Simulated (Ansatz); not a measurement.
Spectroscopic constants of HfS, multiplicity 3 (an upper state: multiplicity 1 came lower at CCSD(T)/def2-TZVPP on PBE0 minima). No spin–orbit coupling.

Seven points along R, fitted to fifth degree in 1/R; most abundant isotopes. In def2 and cc sets the state is the lowest found near the PBE0 minimum, followed along R.

Programs: Ansatz (Gaussian orbitals).  In def2 rows elements past Kr take small-core potentials, without spin–orbit coupling.

Energies at PBE/def2-TZVPP:

| R (Å) | E (hartree) |
|---|---|
| 2.041098 | -446.00843794 |
| 2.095966 | -446.01735026 |
| 2.146444 | -446.02194329 |
| 2.203507 | -446.02375172 |
| 2.260570 | -446.02267271 |
| 2.326412 | -446.01863326 |
| 2.403228 | -446.01110491 |

Task: With a reduced mass of 27.1485 u, find the minimum, the force constant and the constants.

Result: A fifth-degree polynomial in 1/R puts the minimum at r_e = 2.2086 Å with force constant 377 N/m. Then ω_e = (1/2πc)√(k/μ) = 486 cm⁻¹ and B_e = h/(8π²cμr_e²) = 0.1273 cm⁻¹; the cubic and quartic terms give α_e = 0.00040 and ω_e x_e = 1.1 cm⁻¹.

Ansatz is a program for electronic structure.
